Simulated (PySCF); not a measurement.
SiBr2, SMILES Br[Si]Br (connectivity only; charge and spin as stated), neutral, multiplicity 1. Atoms are numbered in the order given.

```xyz
3

Si     0.0000     0.0000     1.1802
Br     0.0000     1.7467    -0.2360
Br     0.0000    -1.7467    -0.2360
```

Coordinates come from a PBE0-D3(BJ)/def2-TZVP optimisation. The isomer is the one that the SMILES or the coordinates give; other isomers of the formula were not compared.

Two levels are set side by side: PBE/pcSseg-2 (PySCF) and B3LYP/pcSseg-2 (PySCF). GIAO shifts against TMS (²⁹Si) at the same level; non-relativistic, no solvent, atoms listed together averaged. Without spin–orbit terms, shifts of atoms bonded to Cl or Br come out too high at both levels. Differences are taken from unrounded values.

```
quantity              B3LYP    PBE  PBE minus B3LYP
--------------------  -----  -----  ---------------
δ(²⁹Si) of Si1 (ppm)  394.3  376.5            -17.8
```

Rough cost on one machine, each run with all the roots and properties that it gave: B3LYP against PBE within a factor of 2.
